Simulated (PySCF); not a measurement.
SMILES OB(O)c1ccc(O)cc1, GFN2-xTB optimised geometry.

```
17

O     -2.48    -2.07     0.08
B     -1.13    -2.17     0.00
O     -0.60    -3.42    -0.09
C     -0.28    -0.84     0.00
C     -0.92     0.40     0.00
C     -0.20     1.58     0.00
C      1.19     1.56     0.00
O      1.93     2.69     0.00
C      1.85     0.33     0.00
C      1.12    -0.84     0.00
H     -2.92    -2.92     0.07
H      0.35    -3.46    -0.16
H     -2.00     0.42     0.00
H     -0.72     2.53     0.00
H      1.35     3.46     0.00
H      2.92     0.32     0.00
H      1.66    -1.78     0.00
```

Density from PBE0/def2-SVP run with PySCF at that geometry.

Minimum of the electron density along straight lines between bonded atoms, close to the bond critical point (lines longer than 1.1 times the sum of covalent radii, or with two minima, are not listed):

```
bond     length / Å  ρ at the minimum / e bohr⁻³  ∇²ρ there / e bohr⁻⁵  position (fraction from the first atom)
-------  ----------  ---------------------------  --------------------  ---------------------------------------
O1–B2         1.352                        0.207                  1.18                                     0.67
B2–O3         1.363                        0.200                  1.11                                     0.33
B2–C4         1.579                        0.181                 -0.18                                     0.33
C4–C5         1.395                        0.305                 -0.76                                     0.49
C5–C6         1.380                        0.313                 -0.80                                     0.50
C6–C7         1.390                        0.312                 -0.81                                     0.48
C7–O8         1.360                        0.287                 -0.33                                     0.33
C7–C9         1.391                        0.312                 -0.81                                     0.52
C4–C10        1.397                        0.304                 -0.76                                     0.49
C9–C10        1.380                        0.313                 -0.80                                     0.50
O1–H11        0.958                        0.358                 -2.43                                     0.82
O3–H12        0.955                        0.361                 -2.42                                     0.81
C5–H13        1.079                        0.286                 -1.12                                     0.64
C6–H14        1.083                        0.278                 -1.03                                     0.62
O8–H15        0.965                        0.356                 -2.32                                     0.81
C9–H16        1.079                        0.283                 -1.08                                     0.63
C10–H17       1.083                        0.281                 -1.04                                     0.62
```
